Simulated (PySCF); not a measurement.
Species: C₉H₁₆.
Atom-mapped SMILES: `[CH2:1]1[CH2:2][CH2:3][C:4]2([CH2:5]1)[CH2:6][CH2:7][CH2:8][CH2:9]2` (hydrogens: H10, H11 on C1; H12, H13 on C2; H14, H15 on C3; H16, H17 on C5; H18, H19 on C6; H20, H21 on C7; H22, H23 on C8; H24, H25 on C9)

The same species was optimised twice, with GFN2-xTB and with PBE0-D3(BJ)/def2-SVP (PySCF), and the same property calculations (PySCF, gas phase) were run on both structures.

```csv
coordinate,GFN2-xTB,PBE0-D3(BJ)/def2-SVP,change
C4–C9 (Å),1.540,1.548,+0.008
C1–C2 (Å),1.540,1.547,+0.007
C4–C6 (Å),1.544,1.551,+0.007
C3–C4 (Å),1.535,1.538,+0.003
C2–C3 (Å),1.536,1.538,+0.002
C6–C7 (Å),1.533,1.534,+0.001
C7–C8 (Å),1.525,1.526,+0.001
C4–C5 (Å),1.531,1.532,+0.001
C8–C9 (Å),1.525,1.524,-0.001
C1–C5 (Å),1.529,1.530,+0.001
C5–C4–C6 (°),114.3,115.3,+1.0
C3–C4–C5 (°),101.3,100.8,-0.5
C6–C4–C9 (°),104.8,104.3,-0.5
C3–C4–C9 (°),111.0,110.6,-0.4
C1–C2–C3 (°),105.9,105.6,-0.3
C3–C4–C6 (°),113.4,113.7,+0.3
C2–C1–C5 (°),105.2,105.0,-0.2
C1–C5–C4 (°),104.2,104.4,+0.2
```

Rotational constants: A = 3253, B = 1194, C = 1151 MHz (GFN2-xTB) against A = 3225, B = 1190, C = 1146 MHz (PBE0-D3(BJ)/def2-SVP). Point groups within 0.08 Å: C1 and C1.

On the GFN2-xTB structure: HOMO (eV) -8.38 [PBE0/pcSseg-1]; LUMO (eV) 1.27 [PBE0/pcSseg-1]; dipole (D) 0.05 [PBE0/pcSseg-1]; GIAO shielding of C1/C2/C7/C8 (mean) (ppm) 158.6 [PBE0/pcSseg-1]; GIAO shielding of C3/C5/C6/C9 (mean) (ppm) 143.9 [PBE0/pcSseg-1]; GIAO shielding of C4 (ppm) 135.1 [PBE0/pcSseg-1].

Problem. What do these properties become on the PBE0-D3(BJ)/def2-SVP structure?

Solution. 
| property | level | on GFN2-xTB | on PBE0-D3(BJ)/def2-SVP | change |
| --- | --- | --- | --- | --- |
| HOMO (eV) | PBE0/pcSseg-1 | -8.38 | -8.35 | +0.03 |
| LUMO (eV) | PBE0/pcSseg-1 | 1.27 | 1.24 | -0.03 |
| dipole (D) | PBE0/pcSseg-1 | 0.05 | 0.04 | -0.01 |
| energy, GFN2-xTB geometry as zero (kcal/mol) | PBE0/pcSseg-1 | 0.0 | -0.6 | -0.6 |
| GIAO shielding of C1/C2/C7/C8 (mean) (ppm) | PBE0/pcSseg-1 | 158.6 | 157.1 | -1.5 |
| GIAO shielding of C3/C5/C6/C9 (mean) (ppm) | PBE0/pcSseg-1 | 143.9 | 142.8 | -1.1 |
| GIAO shielding of C4 (ppm) | PBE0/pcSseg-1 | 135.1 | 134.2 | -0.9 |

The heavy atoms differ by 0.014 Å rms after alignment. Among bonds between heavy atoms C1–C2, C4–C6 and C4–C9 change most and about equally (+0.007 to +0.008 Å). Changes are differences of the printed values. Neither structure is proved a minimum here.
